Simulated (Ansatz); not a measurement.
Ansatz (a first-principles code) input (B3LYP-D3(BJ)/def2-TZVP):

Ansatz 0.2 input:
```yaml
crystal:
  periodic: [false, false, false]
  atoms:
    - {symbol: Cs, position_ang: [-0.00000000, -0.00000000, -2.98396199]}
    - {symbol: Cs, position_ang: [0.00000000, 0.00000000, 2.98396199]}
basis:
  gaussian:
    orbitals: def2-TZVP
hamiltonian:
  xc: b3lyp
  dispersion: d3bj
total_charge: 1
magnetization: {spin_polarized: true, initial_magnetization: 1}
phonons: {temperatures: {t_min: 298.15, t_max: 298.15, t_step: 100}}
```

Output:

```
Functional definition: B3LYP
integrals: 0.02 GiB planned
622 factors; integrals over basis functions are off by at most 3.5e-4 eV
mean field: 0.23 GiB planned
mean field evaluation 1: about -1093.1852 eV, gradient 2.5e0 eV
mean field evaluation 2: about -1093.2149 eV, gradient 1.9e0 eV
mean field evaluation 4: about -1093.2420 eV, gradient 2.3e-1 eV
mean field evaluation 8: about -1093.2479 eV, gradient 6.6e-3 eV
mean field evaluation 16: about -1092.3950 eV, gradient 2.7e0 eV
mean field -1093.24786488 eV, -40.1761180042 hartree, gradient 8.7e-6 eV, S^2 0.750031; 3 other end points of the search recorded, 0 dependent functions left out
the calculation of the forces begins
reference -1093.24821118 eV, -40.1761307306 hartree; 9, 8 occupied and 49, 50 virtual orbitals, 622 factors
these checks for a lower state are left out or cut short: stability, starts, cluster_reference, orbital_swaps, neighbouring_geometries, increment
integrals: 0.02 GiB planned
622 factors; integrals over basis functions are off by at most 3.5e-4 eV
mean field: 0.23 GiB planned
mean field evaluation 32: about -1093.2479 eV, gradient 6.9e-4 eV
mean field -1093.24786484 eV, -40.1761180029 hartree, gradient 6.2e-7 eV, S^2 0.750031; 0 other end points of the search recorded, 0 dependent functions left out
the calculation of the forces begins
reference -1093.24821114 eV, -40.1761307293 hartree; 9, 8 occupied and 49, 50 virtual orbitals, 622 factors
these checks for a lower state are left out or cut short: stability, starts, cluster_reference, orbital_swaps, neighbouring_geometries, increment
integrals: 0.02 GiB planned
622 factors; integrals over basis functions are off by at most 3.5e-4 eV
mean field: 0.23 GiB planned
mean field -1093.24786484 eV, -40.1761180029 hartree, gradient 6.2e-7 eV, S^2 0.750031; 0 other end points of the search recorded, 0 dependent functions left out
the calculation of the forces begins
reference -1093.24821114 eV, -40.1761307293 hartree; 9, 8 occupied and 49, 50 virtual orbitals, 622 factors
these checks for a lower state are left out or cut short: stability, starts, cluster_reference, orbital_swaps, neighbouring_geometries, increment
integrals: 0.02 GiB planned
622 factors; integrals over basis functions are off by at most 3.5e-4 eV
mean field: 0.23 GiB planned
mean field -1093.24786484 eV, -40.1761180029 hartree, gradient 6.2e-7 eV, S^2 0.750031; 0 other end points of the search recorded, 0 dependent functions left out
the calculation of the forces begins
reference -1093.24821114 eV, -40.1761307293 hartree; 9, 8 occupied and 49, 50 virtual orbitals, 622 factors
these checks for a lower state are left out or cut short: stability, starts, cluster_reference, orbital_swaps, neighbouring_geometries, increment
integrals: 0.02 GiB planned
622 factors; integrals over basis functions are off by at most 3.5e-4 eV
mean field: 0.23 GiB planned
mean field -1093.24786484 eV, -40.1761180029 hartree, gradient 6.2e-7 eV, S^2 0.750031; 0 other end points of the search recorded, 0 dependent functions left out
the calculation of the forces begins
reference -1093.24821114 eV, -40.1761307293 hartree; 9, 8 occupied and 49, 50 virtual orbitals, 622 factors
these checks for a lower state are left out or cut short: stability, starts, cluster_reference, orbital_swaps, neighbouring_geometries, increment
integrals: 0.02 GiB planned
622 factors; integrals over basis functions are off by at most 3.5e-4 eV
mean field: 0.23 GiB planned
mean field -1093.24803689 eV, -40.1761243254 hartree, gradient 8.9e-6 eV, S^2 0.750031; 0 other end points of the search recorded, 0 dependent functions left out
the calculation of the forces begins
reference -1093.24838337 eV, -40.1761370586 hartree; 9, 8 occupied and 49, 50 virtual orbitals, 622 factors
these checks for a lower state are left out or cut short: stability, starts, cluster_reference, orbital_swaps, neighbouring_geometries, increment
integrals: 0.02 GiB planned
622 factors; integrals over basis functions are off by at most 3.5e-4 eV
mean field: 0.23 GiB planned
mean field -1093.24769239 eV, -40.1761116653 hartree, gradient 8.9e-6 eV, S^2 0.750031; 0 other end points of the search recorded, 0 dependent functions left out
the calculation of the forces begins
reference -1093.24803851 eV, -40.1761243849 hartree; 9, 8 occupied and 49, 50 virtual orbitals, 622 factors
Total energy: -1093.50030128 eV, -40.1853948710 hartree
Atom 0 at    -0.000000    -0.000000    -2.983962 Å, force    -0.000000    -0.000000     0.000040 eV/Å
Atom 1 at     0.000000     0.000000     2.983962 Å, force     0.000000     0.000000    -0.000040 eV/Å
Dipole moment:     0.000000     0.000000    -0.000000 e Å
Vibrations: 19.71 cm⁻¹, zero-point energy 0.001222 eV
```
